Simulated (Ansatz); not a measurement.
A nudged elastic band was laid between two geometries of AlClH5NO2 (10 atoms, charge 0, multiplicity 1).

Computed with RKS PBE-D4/def2-SVP in Ansatz 0.2.0.

```
movable images  : 5
climbing image  : yes
spring          : 5.0 eV/Å²
optimiser       : quadratic models (default)
start path      : through a guess of the saddle point
force threshold : 0.2 eV/Å
iteration limit : 60
end points      : relaxed
```

Image 0:

```xyz
10
Properties=species:S:1:pos:R:3
Al 0.006 -0.292 0.262
N 0.062 -0.138 2.115
H -0.807 0.105 2.605
H 0.824 0.379 2.567
Cl 1.537 0.669 -0.867
O -1.573 -0.535 -0.400
H -1.891 -0.052 -1.176
O 0.525 -2.155 0.667
H -0.203 -2.777 0.465
H 0.382 -1.794 1.633
```

Image 6:

```xyz
10
Properties=species:S:1:pos:R:3
Al -0.045 -0.728 0.158
N 0.034 -0.238 2.109
H -0.849 0.228 2.360
H 0.818 0.392 2.326
Cl 1.605 0.371 -0.694
O -1.631 -0.062 -0.084
H -2.055 -0.062 -0.955
O 0.195 -2.441 0.332
H 0.655 -2.954 -0.349
H 0.134 -1.096 2.670
```

Question: Which bonds break or form, and what moves?

Answer: Bonds broken: O8–H10. Bonds formed: N2–H10.

Question: What energy profile does the band end with?

Answer: It converged. The highest image is number 1 of 0 to 6, 0.6 kJ/mol above the first end and 80.6 kJ/mol above the last; the last end lies 80.0 kJ/mol below the first. The threshold of 0.2 eV/Å is loose, so the images may lie well off the minimum-energy path. The top lies less than 8 meV above the higher end, about what the thresholds resolve: that end is a shoulder or a very shallow well. Another band between the same ends (5 images) ends at a top of the same energy, where a vibrational analysis finds 1 clearly imaginary mode. The orbitals stay closed-shell, which can raise the energy where a bond breaks towards radicals; this wasn't checked here.

| image | path coordinate (Å) | energy (kJ/mol) | O8–H10 (Å) | N2–H10 (Å) |
| --- | --- | --- | --- | --- |
| 0 | 0.00 | 0.0 | 1.04 | 1.75 |
| 1 | 0.27 | 0.6 | 1.12 | 1.52 |
| 2 | 0.76 | -42.7 | 1.61 | 1.11 |
| 3 | 1.25 | -68.3 | 2.01 | 1.04 |
| 4 | 1.74 | -77.5 | 2.31 | 1.03 |
| 5 | 2.23 | -80.0 | 2.57 | 1.03 |
| 6 | 2.72 | -80.0 | 2.70 | 1.03 |

Question: What is the geometry of the highest image?

Answer: 
```xyz
10
Properties=species:S:1:pos:R:3:forces:R:3
Al -0.008 -0.333 0.211 -0.01 -0.01 0.00
N 0.084 -0.191 2.096 0.01 -0.01 0.00
H -0.782 0.025 2.602 0.00 0.00 0.01
H 0.848 0.328 2.545 0.00 0.01 0.00
Cl 1.518 0.649 -0.903 0.00 0.00 0.00
O -1.623 -0.454 -0.387 0.01 0.01 0.00
H -1.895 -0.030 -1.215 -0.01 0.00 0.00
O 0.512 -2.132 0.696 0.02 -0.01 -0.02
H -0.155 -2.828 0.547 0.00 0.01 0.00
H 0.362 -1.624 1.680 -0.02 0.01 0.01
```

The run took 2.9 min on 2 threads of Arm Neoverse V1, on a shared host, peak memory 0.14 GiB.
